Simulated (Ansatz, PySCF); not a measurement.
System: chloro selenohypochlorite, SeCl2, net charge 0, singlet state. SMILES: Cl[Se]Cl
Coordinates optimised at B3LYP-D3(BJ)/def2-TZVP (Ansatz, a program for electronic structure):
```
Se
Cl 1 2.1758
Cl 1 2.1758 2 101.74
```
Charge 0, spin multiplicity 1.

Property: atomisation energy (electronic, to ground-state atoms), in kJ/mol. Correlated levels leave the core frozen unless marked. Open shells are spin-unrestricted. Spin-orbit coupling is left out. The frozen core is the preceding noble-gas configuration, with the filled d and f shells of earlier blocks. Non-relativistic. The coupled-cluster limit lacks core correlation, which all-electron functionals hold. Basis-set limits of correlation are two-point, X^-3; Hartree-Fock from the larger set. [CCSD(T)-MP2]/basis is that difference in the basis named.

```csv
level,program,atomisation energy (kJ/mol),rough core time
HF/6-31G,Ansatz,36.4,-
HF/def2-TZVPD,PySCF,223.3,-
HF/def2-TZVPP,Ansatz,220.1,-
revPBE-D3(BJ)/def2-TZVPD,Ansatz + dftd3,553.4,under 20 s
r2SCAN-D4/def2-TZVPD,Ansatz + dftd4,544.6,under 20 s
PBE0/def2-TZVP,Ansatz,530.2,under 20 s
BHLYP-D4/def2-TZVPD,Ansatz + dftd4,465.4,under 20 s
r2SCANh-D4/def2-TZVPD,Ansatz + dftd4,528.5,under 20 s
MN15-D3(BJ)/def2-TZVPD,PySCF + dftd3,517.4,-
MN15/def2-TZVPD,PySCF,517.4,-
HSE06/def2-TZVPD,Ansatz,534.1,under 20 s
CAM-B3LYP-D3(BJ)/def2-TZVPD,Ansatz + dftd3,503.3,under 20 s
CAM-B3LYP/def2-TZVPD,Ansatz,495.2,under 20 s
B2GP-PLYP-D3(BJ)/def2-TZVPD,Ansatz + dftd3,509.6,under 20 s
B2GP-PLYP/def2-TZVPD,Ansatz,498.5,under 20 s
RI-MP2/def2-TZVPPD,Ansatz,517.7,under 20 s
CCSD/6-31G,Ansatz,222.7,-
CCSD(T)/def2-SVP,Ansatz,401.2,under 20 s
"RI-MP2/CBS(def2-TZVPP,def2-QZVPP)+[CCSD(T)-MP2]/def2-SVP",Ansatz,542.7,under 20 s
"RI-MP2/CBS(def2-TZVPPD,def2-QZVPPD)+[CCSD(T)-MP2]/def2-TZVPPD",Ansatz,524.9,40 s
"CCSD(T)/CBS(def2-TZVPP,def2-QZVPP)",Ansatz,526.0,-
```

Core times are rough, on shared machines, summed over the molecules involved; a dash marks a level read off another run, or run on other hardware, by another program or under a memory cap.
